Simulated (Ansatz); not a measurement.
The first iterations of a band of a periodic cell of 30 atoms, Si$_{10}$H$_{4}$F (surface Si(100)-2x1, underside capped with H, adsorbate F2, already come apart at the first end).

These are results of DFT PBE, scalar-relativistic, plane waves, PAW (Ansatz 0.2.0), not measurements. Settings: PAW set soft_1, cutoff 420 eV, k mesh 2x2x1, gaussian smearing 0.05 eV, no spin polarisation.

```json
{"movable images": "5", "climbing image": "yes", "spring": "5.0 eV/Å²", "optimiser": "quadratic models (default)", "start path": "IDPP", "force threshold": "0.05 eV/Å", "iteration limit": "36", "end points": "relaxed", "atoms held": "1 to 12"}
```

Initial state:

```xyz
30
Lattice="7.6792 0.0000 0.0000 0.0000 7.6792 0.0000 0.0000 0.0000 18.2555" Properties=species:S:1:pos:R:3
H 3.144 0.000 1.000
H 0.696 0.000 1.000
H 6.983 0.000 1.000
H 4.535 0.000 1.000
H 3.144 3.840 1.000
H 0.696 3.840 1.000
H 6.983 3.840 1.000
H 4.535 3.840 1.000
Si 1.920 0.000 1.865
Si 5.759 0.000 1.865
Si 1.920 3.840 1.865
Si 5.759 3.840 1.865
Si 1.861 1.916 3.159
Si 5.695 1.929 3.185
Si 1.947 5.756 3.280
Si 5.794 5.755 3.250
Si -0.044 1.839 4.483
Si 3.750 1.853 4.553
Si 0.020 5.769 4.670
Si 3.900 5.776 4.665
Si -0.093 0.051 6.003
Si 4.020 0.035 6.034
Si 0.045 3.735 5.899
Si 4.096 3.797 5.972
Si 1.970 0.548 7.056
Si 5.820 0.457 7.566
Si 2.087 2.917 6.605
Si 5.920 2.851 7.210
F 5.900 3.614 8.654
F 9.591 0.260 8.659
```

Final state:

```xyz
30
Lattice="7.6792 0.0000 0.0000 0.0000 7.6792 0.0000 0.0000 0.0000 18.2555" Properties=species:S:1:pos:R:3
H 3.144 0.000 1.000
H 0.696 0.000 1.000
H 6.983 0.000 1.000
H 4.535 0.000 1.000
H 3.144 3.840 1.000
H 0.696 3.840 1.000
H 6.983 3.840 1.000
H 4.535 3.840 1.000
Si 1.920 0.000 1.865
Si 5.759 0.000 1.865
Si 1.920 3.840 1.865
Si 5.759 3.840 1.865
Si 1.918 1.918 3.183
Si 5.758 1.923 3.147
Si 1.920 5.752 3.268
Si 5.760 5.762 3.285
Si -0.024 1.882 4.491
Si 3.860 1.882 4.492
Si 0.012 5.774 4.688
Si 3.829 5.774 4.688
Si 0.067 0.080 5.999
Si 3.773 0.080 5.999
Si -0.038 3.761 5.958
Si 3.882 3.761 5.960
Si 1.920 0.540 7.434
Si 5.760 0.619 7.149
Si 1.922 2.732 6.687
Si 5.762 3.049 7.185
F 5.761 3.612 8.712
F 5.759 0.080 8.687
```

| iteration | highest image above the first end (eV) | largest band force component (eV/Å) |
| --- | --- | --- |
| 1 | 3.324 | 3.105 |
| 2 | 2.661 | 3.051 |
| 3 | 2.216 | 5.490 |
| 4 | 2.038 | 1.872 |
| 5 | 1.805 | 0.605 |
| 6 | 1.687 | 1.413 |
| 7 | 1.907 | 0.773 |
| 8 | 1.831 | 0.252 |
| 9 | 1.819 | 0.143 |
| 10 | 1.807 | 0.101 |

Q: Does the band converge within its limit, and where does its top end?

A: It converged. It ended after 30 iterations with the highest image 1.688 eV above the first end. Neighbouring images differ by up to 1.4 eV, so the band resolves the path poorly. By the program's own check the climbing image is of a kind that is not told: the force calls were inconclusive, a negative curvature could not be distinguished from the path's own, the only one lies far off the path, or fixed occupations may fill a level only in part (lowest curvatures found: -4.00 and 0.27 eV/Å²). Limits of this set-up: coarse k mesh, thin slab, slab without dipole correction, no dispersion correction for a molecule that may bind weakly.

The run took 33 min on 2 threads of Intel(R) Xeon(R) Platinum 8259CL CPU @ 2.50GHz (Skylake/Cascade Lake), with other jobs on the host, peak memory 2.7 GiB.
